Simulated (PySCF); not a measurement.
Ge(Me)3(OMe), C4H12GeO, SMILES C[O][Ge]([CH3])([CH3])[CH3], GFN2-xTB optimised geometry.

```
18

C     -1.12     1.36    -1.01
O     -1.37     0.41     0.00
Ge    -0.80    -1.29     0.00
C     -1.52    -2.20    -1.63
C     -1.60    -1.93     1.70
C      1.20    -1.29     0.00
H     -1.54     1.05    -1.97
H     -0.04     1.53    -1.14
H     -1.59     2.29    -0.70
H     -1.32    -3.27    -1.58
H     -1.05    -1.81    -2.53
H     -2.59    -2.05    -1.70
H     -2.68    -1.89     1.64
H     -1.29    -2.95     1.90
H     -1.27    -1.30     2.52
H      1.59    -0.91    -0.94
H      1.57    -0.66     0.80
H      1.58    -2.29     0.14
```

Density from B3LYP/def2-SVP (PySCF) at that geometry.

Minimum of the electron density along straight lines between bonded atoms, close to the bond critical point (lines longer than 1.1 times the sum of covalent radii, or with two minima, are not listed):

```tsv
bond	length / Å	ρ at the minimum / e bohr⁻³	∇²ρ there / e bohr⁻⁵	position (fraction from the first atom)
C1–O2	1.404	0.260	?	0.35
O2–Ge3	1.792	0.131	0.63	0.53
Ge3–C4	1.999	0.120	0.03	0.47
Ge3–C5	1.979	0.125	0.03	0.47
Ge3–C6	1.998	0.121	0.03	0.47
C1–H7	1.093	0.280	-1.05	0.63
C1–H8	1.094	0.280	-1.05	0.63
C1–H9	1.092	0.282	-1.08	0.63
C4–H10	1.085	0.274	-0.99	0.62
C4–H11	1.087	0.273	-0.98	0.62
C4–H12	1.086	0.274	-0.99	0.63
C5–H13	1.085	0.274	-1.00	0.63
C5–H14	1.086	0.274	-0.98	0.62
C5–H15	1.085	0.274	-1.00	0.63
C6–H16	1.087	0.273	-0.98	0.62
C6–H17	1.086	0.274	-0.99	0.63
C6–H18	1.085	0.274	-0.99	0.62
```

Q: Fill in the missing entries.

A: 
- C1–O2, ∇²ρ there / e bohr⁻⁵: -0.46
